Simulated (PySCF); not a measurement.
Species: C6H8OSSi.
Numbering: `[SiH3:1][O:2][c:3]1[cH:4][cH:5][cH:6][cH:7][c:8]1[SH:9]`

Geometry (GFN2-xTB, Å), atoms numbered from 1 in this order:
```
atom  x, y, z in Å
Si1    2.7678   -0.8578    0.0307
O2     1.5036    0.0578    0.5014
C3     0.1997    0.0924    0.1436
C4    -0.3327   -0.7604   -0.8107
C5    -1.6726   -0.6948   -1.1504
C6    -2.4992    0.2298   -0.5362
C7    -1.9830    1.0870    0.4174
C8    -0.6408    1.0266    0.7624
S9    -0.0068    2.1325    1.9834
H10    2.5120   -2.2700    0.3137
H11    3.0261   -0.6804   -1.3981
H12    3.7837   -0.2657    0.8858
H13    0.3238   -1.4766   -1.2814
H14   -2.0662   -1.3685   -1.8958
H15   -3.5444    0.2851   -0.7973
H16   -2.6133    1.8139    0.9060
H17    1.2354    1.6612    1.9154
```

NICS is the negative of the GIAO shielding at a point without a nucleus: at the ring centre (0) and 1 Å above and below it (1); zz is the component along the ring normal. Level: GIAO PBE0/pcSseg-1 (PySCF, non-relativistic, gas phase) on the GFN2-xTB geometry, one conformer.

Ring bond lengths (Å), with Mayer bond orders in brackets: C3–C4 1.386 (1.43), C4–C5 1.384 (1.44), C5–C6 1.384 (1.44), C6–C7 1.382 (1.45), C7–C8 1.387 (1.41), C8–C3 1.401 (1.26).

Problem. What do the NICS probes read (ppm)?

Solution. 
```csv
ring,type,NICS(0),"NICS(1), two faces","NICS(1)zz, two faces",rms pucker (Å),"centre to ring atoms, mean (Å)"
C3–C4–C5–C6–C7–C8,6-membered carbocycle; formal bonds all aromatic,-9.1,-10.7 / -10.7,-25.3 / -25.3,0.00,1.39
```

Problem. What do they say, and how far can they be read as aromaticity?

Solution. 
- C3–C4–C5–C6–C7–C8: mean NICS(1)zz -25.3 ppm, shielded. The ring is flat and has no four-coordinate atom; by the NICS criterion it is aromatic.

Problem. How equal are the bonds by HOMA? Use HOMA with the parameters of Krygowski (1993).

Solution. 
- C3–C4–C5–C6–C7–C8: HOMA 0.99 = 1 − EN − GEO, with mean bond length 1.387 Å, EN = α(Ropt − mean)² = 0.000 and GEO = α × variance = 0.010. The geometric and the magnetic index point the same way.

Problem. What is the mean of the two in-plane components of NICS at the first NICS(1) probe listed for ring C3–C4–C5–C6–C7–C8, 1 Å off the ring?

Solution. The isotropic value is a third of the trace: (3 × -10.7 − (-25.3))/2 = -3.4 ppm.

Problem. What are the shieldings of the ring atoms and their hydrogens in the same run (means over atoms taken as equivalent)?

Solution. 
```csv
atoms,environment,σ isotropic (ppm),"principal values of the symmetric part, first atom (ppm)"
C3,aromatic carbon bearing oxygen,32.2,"-57.2, 35.6, 118.1"
C4,aromatic CH carbon,68.9,"-20.1, 58.1, 168.5"
C5,aromatic CH carbon,58.0,"-45.0, 44.6, 174.4"
C6,aromatic CH carbon,59.5,"-47.2, 48.0, 177.7"
C7,aromatic CH carbon,54.6,"-48.8, 46.7, 165.8"
C8,substituted aromatic carbon,52.9,"-20.9, 32.0, 147.7"
H13,aromatic hydrogen,24.91,"20.5, 24.9, 29.3"
H14,aromatic hydrogen,24.53,"20.9, 25.6, 27.1"
H15,aromatic hydrogen,24.50,"21.0, 25.7, 26.8"
H16,aromatic hydrogen,24.15,"19.5, 23.7, 29.3"
```
